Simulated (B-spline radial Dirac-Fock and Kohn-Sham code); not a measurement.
**K-line shifts caused by a second vacancy in Eu**

System: the free europium atom, [Xe] 4f7 6s2.

Method: multi-electron Dirac-Fock with separately optimised hole states, Breit and Lamb-shift corrections added in first order. Computed with an atomic code on a B-spline grid. Each two-hole energy is an average over J within one jj subconfiguration, not an observable level; in light atoms, where LS coupling holds, the j-resolved values are not observed lines, and for a K spectator the Kα1 hypersatellite is nearly forbidden. Electron correlation is not included.

Lines without a spectator: Kα2 (K-L2) 40899.7 eV, Kα1 (K-L3) 41540.1 eV, Kβ3 (K-M2) 46900.4 eV, Kβ1 (K-M3) 47033.2 eV. Shifts in eV with one spectator hole (a dash: not computed, or left out as unreliable):

| spectator hole | Kα2 | Kα1 | Kβ3 | Kβ1 |
| --- | --- | --- | --- | --- |
| K (1s) | +779.0 | +820.2 | +1002.6 | +1011.9 |
| L2 (2p1/2) | +93.3 | +121.5 | – | +243.9 |
| L3 (2p3/2) | +80.3 | +84.1 | +199.7 | – |
| M2 (3p1/2) | – | +17.31 | +36.2 | +43.0 |
| M3 (3p3/2) | +11.01 | – | +33.7 | +33.5 |
| M4 (3d3/2) | +3.35 | +0.05 | – | – |
| M5 (3d5/2) | -1.10 | +1.93 | – | – |
